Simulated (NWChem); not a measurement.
Molecule: SiNH3, singlet; SMILES [SiH]N

```xyz
5

Si     0.1161    -0.6872     0.0000
H     -1.4100    -0.8864     0.0000
N      0.0170     1.0284     0.0000
H     -0.8303     1.5879     0.0000
H      0.8492     1.6100     0.0000
```
Atoms are numbered in this order, from 1.

Computed with NWChem. Geometry optimised at PBE0/def2-SVP; all other runs use it. Low-valent species are run as closed-shell singlets; no triplet was tried in these runs.

```tsv
quantity	level	value
vertical ionisation energy, ΔSCF (eV)	PBE/def2-SVP	8.60
anisotropy (bohr³), static	B3LYP/def2-SVPD	[?]
vertical, lowest state with f > 0.02, singlet (eV)	B3LYP/def2-SVPD, TDA	3.74
solvation free energy (kcal/mol) in water	PBE0/def2-SVP, SMD	-2.5
dipole (D)	PBE0/def2-SVP	[?]
highest harmonic frequency (cm⁻¹)	PBE0/def2-SVP	[?]
```

**Question.** Some entries are withheld; supply them.

**Answer.** 
- anisotropy (bohr³), static, value: 11.4
- dipole (D), value: 2.33
- highest harmonic frequency (cm⁻¹), value: 3691
